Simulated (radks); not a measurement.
Question: Excited configurations of Bi LI: one electron is placed in a higher orbital outside [Ar] 3d10 4s2 4p2. The ground configuration is [Ar] 3d10 4s2 4p3. Method: scalar-relativistic Kohn-Sham, PBE, spin-unpolarised, spherical densities, finite nucleus; Fermi nuclear charge, rms radius 5.5211 fm; computed with a radial shooting solver on a logarithmic mesh with Libxc functionals. Excitation = E - E(ground); binding = E(ion) - E, where the ion is the core of charge +51; n* = 51/sqrt(2 binding) in atomic units. These energies are relativistic, and a one-electron ion of charge +51 with no core already has n* below n in this formula (scalar-relativistic equation, point nucleus: 4d 3.985, 4f 3.993, 5s 4.939, 5p 4.964, 5d 4.983, 6s 5.937, 6p 5.962, 6f 5.989, 7p 6.961, 7d 6.980). The quantum defect is therefore taken as that value minus n*, so that it holds no relativistic shift of the bare ion.

outer orbital  excitation (eV)  binding (eV)     n*  quantum defect  eigenvalue (eV)  <r> (bohr)
4d                      258.27        2632.7  3.666           0.319          -2600.3      0.3424
4f                      489.80        2401.1  3.839           0.154          -2364.2      0.3141
5s                      1033.7        1857.3  4.365           0.574          -1838.1      0.5637
5p                      1153.2        1737.7  4.513           0.451          -1719.3      0.5837
6s                      1661.7        1229.2  5.366           0.571          -1218.3      0.8500
6p                      1727.1        1163.8  5.514           0.448          -1153.2      0.8789
6f                      1851.5        1039.4  5.835           0.154          -1028.5      0.8842
7p                      2057.0        833.95  6.514           0.447          -826.77       1.232
7d                      2098.3        792.66  6.682           0.298          -785.55       1.258

Estimate the row for 5d.

Answer: excitation (eV) 1276.1; binding (eV) 1614.8; n* 4.681; quantum defect 0.301; eigenvalue (eV) -1596.3; <r> (bohr) 0.5896. The Delta-SCF ionisation energy is 2890.9 eV (NIST Atomic Spectra Database: 2835 eV, theoretical). Self-interaction in the functional shifts the binding energies and quantum defects, so they are the method's values and not measured ones. Spin polarisation and multiplet splitting are left out, so open shells lie too high by an amount that depends on their filling. Spin-orbit splitting is averaged out at the scalar-relativistic level.

Beside tabulated values, note that spin-unpolarised runs miss the spin-polarisation part of the exchange energy of open shells, and scalar-relativistic runs lack spin-orbit coupling.
